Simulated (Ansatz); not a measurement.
Molecule: sum formula WOF₂, charge 0, multiplicity 3. The spin state was set by rule; other spins were not relaxed. SMILES: [O]=[W]([F])[F]
Structure (B3LYP-D3(BJ)/def2-TZVP (Ansatz, an electronic-structure program) minimum search):
```
W
O 1 1.6928
F 1 1.8928 2 121.40
F 1 1.8928 2 121.40 3 -180.00
```
Charge 0, spin multiplicity 3.

Wanted: atomisation energy (electronic, to ground-state atoms), in eV. Correlated levels leave the core frozen unless marked. Open shells are spin-unrestricted. No spin-orbit coupling. Frozen are the shells of the preceding noble gas and the d and f shells that filled before the atom's block. In def2 rows, elements after Kr have scalar-relativistic effective core potentials. The coupled-cluster limit lacks core correlation, which all-electron functionals hold. CBS(X,Y): correlation extrapolated as X^-3; Hartree-Fock from the larger set. [CCSD(T)-MP2]/basis is that difference in the basis named.

```csv
level,program,atomisation energy (eV)
PBE-D4/def2-TZVPD,Ansatz + dftd4,20.26
BLYP-D3(BJ)/def2-TZVPD,Ansatz + dftd3,19.81
PBE0-D4/def2-TZVPD,Ansatz + dftd4,18.77
BHLYP-D4/def2-TZVPD,Ansatz + dftd4,17.17
```

Problem. Estimate the value at RI-MP2/CBS(def2-TZVPP,def2-QZVPP)+[CCSD(T)-MP2]/def2-TZVPP as computed with Ansatz.

Solution. 19.15 eV, so BHLYP-D4/def2-TZVPD differs from it by -1.98 eV.
